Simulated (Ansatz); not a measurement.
CH9BGeSi (`[BH2][GeH2][SiH2]C`), relaxed with RKS PBE-D4/def2-SVP in the Gaussian-basis code of Ansatz from a rough embedded geometry. The force threshold is 0.03 eV/Å; the program also tests the step.

Total charge 0; spin multiplicity 1.

Start:

```xyz
13

B    -1.949   -1.030   -0.527
Ge   -1.102    0.726   -0.729
Si    0.662    0.807    0.735
C     1.868   -0.474    0.379
H    -2.045   -1.795   -1.491
H    -2.472   -1.393    0.488
H    -0.576    0.929   -2.171
H    -2.128    1.896   -0.409
H     0.147    0.703    2.166
H     1.351    2.131    0.626
H     1.335   -1.533    0.511
H     2.229   -0.426   -0.643
H     2.680   -0.543    1.065
```

(1) By how much does the energy fall, and how many steps does the optimiser take? (An estimate is asked.)

(2) Which bonds change most? (Best estimate.)

(3) Give the relaxed structure. (Best estimate.)

Results:

(1) The calculation gave: 45.93 kJ/mol, in 10 steps.

(2) Computed: Ge2–Si3 from 2.294 to 2.424 Å; Si3–C4 from 1.795 to 1.895 Å; C4–H11 from 1.192 to 1.109 Å; B1–Ge2 from 1.961 to 2.035 Å.

(3) The calculation gave: 
```xyz
13

B    -2.036   -1.051   -0.527
Ge   -1.215    0.795   -0.776
Si    0.658    0.801    0.762
C     1.894   -0.572    0.338
H    -1.584   -2.010   -1.125
H    -2.903   -1.238    0.304
H    -0.606    1.061   -2.182
H    -2.121    1.997   -0.394
H     0.140    0.629    2.167
H     1.321    2.154    0.680
H     1.423   -1.570    0.435
H     2.261   -0.464   -0.702
H     2.768   -0.532    1.020
```
